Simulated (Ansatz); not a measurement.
A structure relaxed at r2SCAN-D4/def2-TZVP in Ansatz, charge 0, singlet:

Cartesian coordinates in Å:
```
B 0.044 0.080 -0.028
Cl 0.644 -1.457 -0.590
Cl -1.337 0.196 1.028
F 0.650 1.181 -0.410
```

(1) Give its formula, name or SMILES and point group.

(2) Summarise the bond lengths by kind (pairs closer than 1.2 times the sum of covalent radii, bridged metal pairs left out).

Results:

(1) BCl₂F. Point group C2v (tolerance 0.1 Å).

(2) 2 × B–Cl 1.74 Å; 1 × B–F 1.31 Å.
